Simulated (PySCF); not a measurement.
**Lu(NH2)3 at several levels of theory**

Computed with PySCF 2.14.0 (density fitting, no spin-orbit coupling) at the geometry relaxed with PBE0:

```xyz
10
Lu(NH2)3 (singlet in the valence; each metal's 4f electrons, 14 of them, lie in its core potential, out of spins and levels)
Lu   -0.0091    0.0084   -0.0365
N     2.1157   -0.0059   -0.0217
H     2.7381    0.7973    0.0692
H     2.7307   -0.8167   -0.0908
N    -1.0587    1.8387    0.2196
H    -0.6584    2.7659    0.3633
H    -2.0696    1.9753    0.2401
N    -1.0654   -1.8265   -0.2211
H    -2.0731   -1.9840   -0.1984
H    -0.6501   -2.7525   -0.3236
```

| level | basis | state | HOMO (eV) | gap (eV) | charge on Lu1 (e) | population of f-type functions on Lu1 (polarisation alone where 4f lies in the core) | dipole about the centre of mass (D) | largest force component (eV/Å) |
| --- | --- | --- | --- | --- | --- | --- | --- | --- |
| PBE0 | Lu lcecp-1-SVP with ECP60, N def2-SVP, H def2-SVP | singlet | -6.19 | 5.13 | 0.85 | 0.05 | 0.07 | 0.02 |
| TPSS | the same | singlet | -4.87 | 3.36 | 0.77 | 0.05 | 0.07 | 0.32 |
| BP86 | the same | singlet | -4.94 | 3.11 | 0.65 | 0.05 | 0.06 | 0.44 |

In the lcecp rows the 4f levels are missing from HOMO and gap, and the state counts the valence alone.

Charges are Mulliken's, which hang on the basis. The relaxation used the grid (50, 194), these runs (75, 302) or, all-electron (x2c bases, spin-free X2C Hamiltonian), (99, 590).

**Question.** What does PBE0 with Lu lcecp-1-TZVP with ECP60, N def2-TZVP, H def2-TZVP give here?

**Answer.** state singlet, HOMO (eV) -6.35, gap (eV) 5.21, charge on Lu1 (e) 1.52, population of f-type functions on Lu1 (polarisation alone where 4f lies in the core) 0.05, dipole about the centre of mass (D) 0.08, largest force component (eV/Å) 0.47. Time: 17 s on 2 threads of Arm Neoverse V1, on a shared host, from free ions and atoms.

In the first row's basis the gap widens with exact exchange: 3.1 to 3.4 eV for BP86, TPSS (none); 5.1 eV for PBE0 (a fixed share).

No frequency check is given that shows the relaxed geometry to be a minimum, and it was reached by following one of several unstable modes of a saddle point. An lcecp potential fixes the number of 4f electrons, so in runs with it no electron can move into or out of that shell.
